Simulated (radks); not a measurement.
Results of a calculation; reference values are marked as such.
Species: the samarium ion Sm4+. Configuration: [Xe] 4f4. Code: a radial shooting solver on a logarithmic mesh with Libxc functionals. Model: scalar-relativistic Kohn-Sham, r2SCAN, spin-polarised, spherical densities, finite nucleus; open shells are filled with parallel spins first (spin-orbit coupling, left out, can overturn this in heavy ions); meta-GGA in the generalised Kohn-Sham scheme; Fermi nuclear charge, rms radius 5.0819 fm.

Normalised radial functions P(r) = r R(r), r in bohr:

```
   r/bohr * 5p up, o 5d up (the largest magnitude, 0.928, reaches the edge; | marks zero, & curves that meet)
 0.002188                             &
 0.002919                             &
 0.003893                             &
 0.005151                             &
  0.00687                             o*
  0.00909                             o*
  0.01212                             o *
  0.01604                             o  *
  0.02139                             o   *
  0.02831                             |o   *
  0.03776                             |o    *
  0.05036                             | o    *
  0.06663                             |   o *
  0.08887                             | *  o
   0.1176                         *   |      o
   0.1568                    *        |      o
   0.2075                    *        |    o
   0.2768                           *o|
   0.3662                     o       |        *
   0.4884                 o           |              *
   0.6514                     o       |     *
   0.8619                  *          |  o
     1.15    *                        |              o
    1.521  *                          |                      o
    2.029           *                 |                     o
    2.684                     *       |              o
     3.58                           * |      o
    4.737                             * o
    6.318                             &
```

5p up: eigenvalue -66.356 eV, 3 radial nodes at r = 0.0984, 0.290, 0.727 bohr, <r> = 1.51 bohr, 90 % of the charge inside 2.17 bohr. 5d up (empty): eigenvalue -36.534 eV, 2 radial nodes at r = 0.269, 0.812 bohr, <r> = 1.95 bohr, 90 % of the charge inside 2.87 bohr.
